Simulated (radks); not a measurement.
Question: Species: the bismuth ion Bi9+. Configuration: [Xe] 4f14 5d6. Method: scalar-relativistic Kohn-Sham, PBE, spin-polarised, spherical densities, finite nucleus; open shells are filled with parallel spins first (spin-orbit coupling, left out, can overturn this in heavy ions); Fermi nuclear charge, rms radius 5.5211 fm; computed with a radial shooting solver on a logarithmic mesh with Libxc functionals. Some entries of the table are withheld. Estimate them.

| orbital | occ. | eigenvalue (eV) | r(max) (bohr) | <1/r> (bohr^-1) |
|---|---|---|---|---|
| 1s down | 1 | -90761.04 | 0.009662 | 103.2 |
| 1s up | 1 | -90761.04 | 0.009662 | 103.2 |
| 2s up | 1 | -16426.89 | 0.05620 | 24.25 |
| 2s down | 1 | -16426.32 | 0.05620 | 24.25 |
| 2p up | 3 | -14078.75 | 0.04691 | 21.22 |
| 2p down | 3 | -14078.28 | 0.04691 | 21.22 |
| 3s up | 1 | -4073.098 | 0.1585 | 8.989 |
| 3s down | 1 | -4072.868 | 0.1585 | 8.989 |
| 3p up | 3 | -3401.831 | 0.1588 | 8.111 |
| 3p down | 3 | -3401.576 | 0.1588 | 8.111 |
| 3d up | 5 | -2726.305 | 0.1294 | 7.605 |
| 3d down | 5 | -2725.882 | 0.1294 | 7.604 |
| 4s up | 1 | -1043.555 | 0.3558 | 3.879 |
| 4s down | 1 | -1043.016 | 0.3558 | 3.879 |
| 4p up | 3 | -823.3417 | 0.3757 | 3.482 |
| 4p down | 3 | -822.8386 | 0.3758 | 3.482 |
| 4d up | 5 | -571.2489 | 0.3812 | 3.135 |
| 4d down | 5 | -570.6572 | 0.3813 | 3.135 |
| 5s up | 1 | -295.4912 | 0.7672 | 1.670 |
| 4f up | 7 | -293.5798 | (1) | 2.753 |
| 4f down | 7 | -292.8370 | (2) | 2.757 |
| 5s down | 1 | -292.1812 | 0.7643 | 1.680 |
| 5p up | 3 | -231.5982 | 0.8505 | 1.457 |
| 5p down | 3 | -227.7046 | 0.8469 | 1.465 |
| 5d up | 5 | -156.9661 | 0.9863 | 1.195 |
| 5d down | 1 | -152.7821 | 0.9830 | 1.195 |

Answer: 
(1) 4f up r(max) (bohr): 0.3415
(2) 4f down r(max) (bohr): 0.3415
